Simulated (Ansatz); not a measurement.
Cost and result up the ladder for (BeSe)6 prism (Be6Se6) (12 atoms). The state is a singlet with charge 0. Geometry: r2SCAN-D4/def2-SVP.

```xyz
12

Be   -0.6079    1.3729   -1.2827
Se   -1.9150    1.8203    0.3958
Be   -0.7679    0.5483    1.7347
Se    1.3376    0.4535    2.2674
Be    1.9451    0.3010    0.1855
Se    1.5417    1.5047   -1.5795
Be    0.7679   -0.5483   -1.7347
Se   -1.3376   -0.4535   -2.2674
Be   -1.9451   -0.3010   -0.1855
Se   -1.5417   -1.5047    1.5795
Be    0.6079   -1.3729    1.2827
Se    1.9151   -1.8203   -0.3958
```

Ansatz on 4 threads of AMD EPYC 9R45 on a shared host. Times are rough, and most runs start from the orbitals of an earlier one. PBE0-D4/def2-TZVP serves as the yardstick here, not as an exact answer. Differences are given only for rows in sets of like size (and for xTB, whose basis is part of the method), since another set adds its own error. Binding counts from free atoms at the same level (Be singlet, Se triplet; other spins of the atoms weren't run), without zero-point energy or a counterpoise term.

The 6-31G sets use Cartesian d functions. B3LYP takes the VWN-RPA correlation. Correlated methods freeze 54 core orbitals; core or outer-core shells of Se are correlated, in sets that lack core-valence functions. The rows differ in basis, and correlated rows in double-zeta sets carry the largest basis error.

Correlated methods converge slowly with the basis, most of all in double-zeta sets.

```
                         level  functions  wall time  binding energy per atom (eV)  difference from PBE0-D4/def2-TZVP (eV)
                     HF/STO-3G        138      1.5 s                          3.83                                       –
               PBE-D4/def2-SVP        246      3.9 s                          3.72                                       –
                      HF/6-31G        228      4.5 s                          2.35                                       –
                B3LYP-D4/6-31G        228        6 s                          3.38                                       –
              PBE-D4/def2-TZVP        402      7.5 s                          3.70                                    0.04
             BLYP-D4/def2-TZVP        402      7.5 s                          3.47                                   -0.19
              PBE0-D4/def2-SVP        246      7.5 s                          3.67                                       –
                  MP2/def2-SVP        246      8.5 s                          3.30                                       –
              RPA@PBE/def2-SVP        246      9.5 s                          2.70                                       –
           r2SCAN-D4/def2-TZVP        402       13 s                          3.68                                    0.03
             PBE0-D4/def2-TZVP        402       18 s                          3.65                                    0.00
B97M-V/def2-TZVP (with forces)        402       26 s                          3.48                                   -0.18
```
